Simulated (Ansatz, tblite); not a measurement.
Potential energy curve for SMILES [SiH3]Br. The Si1–Br5 bond (Si1 also carries H, H, H; Br5 carries nothing else) is stretched with both fragments frozen at the PBE0/def2-TZVP optimised geometry.

Levels: GFN2-xTB, 300 K electronic temperature (tblite); RMP2 = MP2 on RHF/cc-pVTZ, cores with 3d frozen run with Ansatz (a first-principles code); UKS-PBE0 = unrestricted PBE0/cc-pVTZ run with Ansatz; UCCSD(T) = CCSD(T) on UHF/cc-pVTZ, cores with 3d frozen (Ansatz).

Energies relative to the lowest point of each curve near equilibrium, in kcal/mol:

```csv
R / Å,GFN2-xTB,RMP2,UKS-PBE0
1.97,17.1,17.6,16.7
2.17,0.1,0.6,0.6
2.22,0.0,0.0,0.0
2.31,1.7,1.1,1.1
2.61,14.6,16.6,15.9
2.77,22.8,27.8,26.5
3.68,60.3,84.4,76.2
4.48,70.8,112.0,89.1
4.83,72.2,118.7,91.2
5.99,74.6,124.8,93.5
6.69,75.5,121.3,93.8
7.71,76.4,112.2,93.9
```

### Question
What does UCCSD(T) give at the same points?

### Answer
1.97: 18.3; 2.17: 0.8; 2.22: 0.0; 2.31: 0.8; 2.61: 15.3; 2.77: 26.0; 3.68: 79.2; 4.48: 90.7; 4.83: 91.5; 5.99: 92.1; 6.69: 92.2; 7.71: 92.2 (kcal/mol).

The restricted form behind RMP2 keeps the bonding electrons paired and can't separate into open-shell fragments. The T1 diagnostic of CCSD on the restricted reference of RMP2 exceeds 0.045 at 3.68 to 7.71 Å. The unrestricted determinant behind UKS-PBE0 is spin-contaminated at 3.68 to 7.71 Å (<S²> up to 1.0, against 0.00 for a pure singlet). The unrestricted determinant behind UCCSD(T) is spin-contaminated at 3.34 to 7.71 Å (<S²> up to 1.0, against 0.00 for a pure singlet).
